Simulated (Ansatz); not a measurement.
Molecule: sum formula GaHBr2, charge 0, multiplicity 1. SMILES: [Br][GaH][Br]
Geometry: optimised at B3LYP-D3(BJ)/def2-TZVP (Ansatz, a program for electronic structure).

Wanted: atomisation energy (electronic, to ground-state atoms), in eV. Valence correlation only, unless marked. Open shells are spin-unrestricted. No spin-orbit coupling. Frozen are the shells of the preceding noble gas and the d and f shells that filled before the atom's block. No relativistic terms. The coupled-cluster limit lacks core correlation, which all-electron functionals hold. CBS(X,Y): correlation extrapolated as X^-3; Hartree-Fock from the larger set (for Q and 5 zeta extrapolated as (X+1)exp(-9√X)).

```
level                            program  atomisation energy (eV)
------------------------  --------------  -----------------------
HF/cc-pV5Z                        Ansatz                     7.27
BLYP-D4/def2-TZVPD        Ansatz + dftd4                     9.24
MP2/CBS(cc-pVQZ,cc-pV5Z)          Ansatz                    10.03
```

Problem. What does CCSD(T)/CBS(cc-pVQZ,cc-pV5Z) (Ansatz) give?

Solution. 9.78 eV
